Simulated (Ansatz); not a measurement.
`[SiH3]O[SiH2]Br` + silanol → `[SiH3]O[SiH2]O[SiH3]` + HBr at 298.15 K and 1 bar (ligand exchange at the Si–Br bond).

Calculated with Ansatz (gas phase, PBE0-D4/def2-TZVP geometries, no zero-point term in ΔE). CCSD(T)/CBS adds triple-zeta CCSD(T) − MP2 to the extrapolated MP2 energy (def2 sets, frozen cores). For Br outer-core shells are correlated without core-valence functions, which leaves a few kJ/mol of doubt a bond. Scalar relativity is left out up to krypton. One conformer a species, not always the lowest.

```tsv
species	CCSD(T)/CBS energy (Eh)	H − E (kJ/mol)	S (J/(mol·K))
`[SiH3]O[SiH2]Br`	-3229.78766	148.5	376.6
`O[SiH3]`	-366.69042	113.6	257.8
`[SiH3]O[SiH2]O[SiH3]`	-1022.56830	231.5	424.0
HBr	-2573.91920	24.6	198.6
```

H − E and S are ideal-gas, rigid-rotor, harmonic terms from PBE0-D4/def2-TZVP, for one conformer and one mirror image of each species. 1 Eh = 2625.50 kJ/mol, R = 8.31446 J/(mol·K).

Problem. By hand: ΔE, ΔH, ΔS and ΔG.

Solution. ΔE = (-1022.56830) + (-2573.91920) − (-3229.78766) − (-366.69042) = -0.00942 Eh = -24.7 kJ/mol. Δ(H − E) = 231.5 + 24.6 − 148.5 − 113.6 = -6.0, so ΔH = -30.7 kJ/mol. ΔS = 424.0 + 198.6 − 376.6 − 257.8 = -11.8 J/(mol·K). ΔG = -30.7 − 298.15 × (-11.8)/1000 = -27.2 kJ/mol.

Problem. By hand: the equilibrium constant, and the temperature at which ΔG would vanish if ΔH and ΔS stayed fixed.

Solution. log₁₀ K = −ΔG/(RT ln 10) = 4.8. ΔG = 0 at ΔH/ΔS = 2602 K, far beyond where these terms or the molecules hold.

The number of gas molecules stays the same, so ΔS is small and ΔH decides. A doubt of 5 kJ/mol in ΔE shifts log₁₀ K by 0.9 here. Other conformers and mirror images would add mixing entropy, several J/(mol·K) or more a flexible species. Modes under 60 cm⁻¹, often nearly free rotors, make the harmonic entropy too high. These are equilibria of isolated gas molecules and say nothing of rates. Largest T1 diagnostic: 0.012 (customary marks: 0.02 for closed shells, 0.045 for open ones).
